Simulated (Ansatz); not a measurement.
# Worked example: the enthalpy of formation of C2F5 (pentafluoroethyl)

C2F5 has 7 atoms, charge 0, and is taken as a doublet. SMILES: `F[C](F)C(F)(F)F`. The shape is that of a PBE0-D4/def2-TZVP optimisation.

Total energies at UB3LYP/6-31G* (Cartesian functions) (Ansatz 0.2.0); the atoms run unrestricted:

```tsv
species	state	energy (Eh)
C2F5	doublet	-575.337274
F	doublet	-99.715535
C	triplet	-37.846280
```

Harmonic wavenumbers at UPBE0-D4/def2-TZVP, in cm⁻¹: 62, 209, 221, 367, 422, 517, 591, 615, 708, 833, 1143, 1210, 1256, 1323, 1429.

Measured heats of formation of the gaseous atoms at 298.15 K, in kJ/mol: F 79.4, C 716.9. Spin-orbit lowering of the atoms at 298 K (mean of the ground term's levels less their thermal mean, from spectra), in kJ/mol: F 1.29, C 0.02. Take 1 Eh = 2625.50 kJ/mol, 1 cm⁻¹ = 0.0119627 kJ/mol, RT = 2.479 kJ/mol.

Question: What heat of formation follows?

Answer: 
1. Electronic atomisation energy: 5 × (-99.715535) + 2 × (-37.846280) − (-575.337274) = 1.067039 Eh = 2801.5 kJ/mol.
2. Zero-point energy: half the sum of the wavenumbers, 5453 cm⁻¹ = 65.2 kJ/mol.
3. Thermal vibrational enthalpy, Σ hcν̃/(exp(hcν̃/kT) − 1): 8.6 kJ/mol. Translation, rotation and pV of a non-linear molecule: 4 RT = 9.9 kJ/mol.
4. The 7 free atoms carry 5/2 RT each: 43.4 kJ/mol.
5. Spin-orbit coupling lowers the free atoms by 5 × 1.29 + 2 × 0.02 = 6.5 kJ/mol.
6. Atomisation enthalpy at 298 K: 2801.5 − 6.5 − 65.2 − 8.6 − 9.9 + 43.4 = 2754.7 kJ/mol.
7. Sum of the atoms' heats of formation: 1830.8 kJ/mol. Heat of formation: 1830.8 − 2754.7 = -923.9 kJ/mol.

No measured value is set beside it here. Anharmonicity and any spin-orbit splitting of the molecule are left out.
